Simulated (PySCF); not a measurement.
## Dy(IV) with more and more SH

Computed with PySCF 2.14.0, PBE0, def2-SVP on the ligands, density fitting, scalar-relativistic core potentials, no spin-orbit coupling, vacuum. The metal has lcecp-2-SVP with ECP54. Each complex is relaxed within the symmetry of its template. Distances are means of the shortest metal–ligand contacts, charges and spins Mulliken's; removal energies are rigid, with the ligand's formal charge and no counterpoise, so too large; for an anion taken off a cation in vacuum most of it is the attraction of opposite charges, and multiply charged cations can part far more cheaply with an electron moved from ligand to metal. lcecp potentials hold a fixed number of 4f electrons in the core, out of states, spins and gaps.

```tsv
complex	point group	M–SH (Å)	charge on M (e)	removal of one SH (eV)	strongest infrared band, degenerate modes summed (cm⁻¹)	unstable modes (below −25 cm⁻¹)
[Dy(SH)2]2+	C2v	2.350	1.30	23.29	2562	0
Dy(SH)4	S4	2.484	0.54	9.83	336	0
```

Q: What does the calculation give for [Dy(SH)3]+?

A: point group: C3, M–SH (Å): 2.413, charge on M (e): 0.81, removal of one SH (eV): 15.42, strongest infrared band, degenerate modes summed (cm⁻¹): 2674, unstable modes (below −25 cm⁻¹): 0.
```xyz
7

Dy    0.0000    0.0000    0.0313
S     2.2051   -0.3978    0.9274
H     2.3997    0.8288    1.4771
S    -0.7581    2.1086    0.9274
H    -1.9176    1.6638    1.4771
S    -1.4470   -1.7108    0.9274
H    -0.4821   -2.4926    1.4771
```

The more ligands, the longer each bond and the weaker the last ligand is held.

Moved off a saddle point of the template and relaxed again: [Dy(SH)3]+. One start shape was tried for each, so a minimum needn't be the lowest isomer. Oxidation states forced by the potential, rare, strongly oxidising or of another configuration in reality: [Dy(SH)2]2+, [Dy(SH)3]+, Dy(SH)4.
